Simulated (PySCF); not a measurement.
Isomers of C8H13P. Method: PBE0-D3(BJ)/def2-SVP geometry optimisation, gas phase (PySCF 2.14.0). One conformer each; no zero-point energy, no entropy. No frequencies were run at this level. Point groups hold within 0.08 Å.

**Question.** Rank from lowest to highest electronic energy at this level (kcal/mol).
A. `[CH2:1]=[CH:2][C:3]1=[C:4]([CH:5]([CH3:6])[CH3:7])[P:8]1[CH3:9]` with C1–C2–C3–C4 -177°, C3–C4–C5–C6 0°
B. `[CH3:1][CH:2]([CH3:3])[P:4]1[CH:5]=[CH:6][CH2:7][CH:8]=[CH:9]1` with C1–C2–P4–C5 -77°, C2–P4–C5–C6 -118°, C5–C6–C7–C8 10°, C6–C7–C8–C9 -10°, C2–P4–C9–C8 119°

**Answer.** B (0.0), A (27.7).

As drawn, the higher has a three-membered ring, which the lower lacks.

| SMILES | E (Eh) | E rel (kcal/mol) | dipole (D) | point group | A, B, C (MHz) |
| --- | --- | --- | --- | --- | --- |
| CC(C)P1C=CCC=C1 | -653.18030 | 0.0 | 1.46 | C1 | 2456, 994.2, 930.8 |
| C=CC1=C(C(C)C)P1C | -653.13617 | 27.7 | 1.75 | C1 | 1627, 1012, 717.4 |

**Question.** How do the relative energies change in single points at PBE0/pcSseg-1 (no added dispersion term) on the same geometries?

**Answer.** 
| SMILES | PBE0-D3(BJ)/def2-SVP (kcal/mol) | PBE0/pcSseg-1 (kcal/mol) | shift |
| --- | --- | --- | --- |
| CC(C)P1C=CCC=C1 | 0.0 | 0.0 | 0.0 |
| C=CC1=C(C(C)C)P1C | 27.7 | 25.6 | -2.1 |

Each column counts from its own lowest isomer. The order is unchanged; the largest shift is 2.1 kcal/mol.
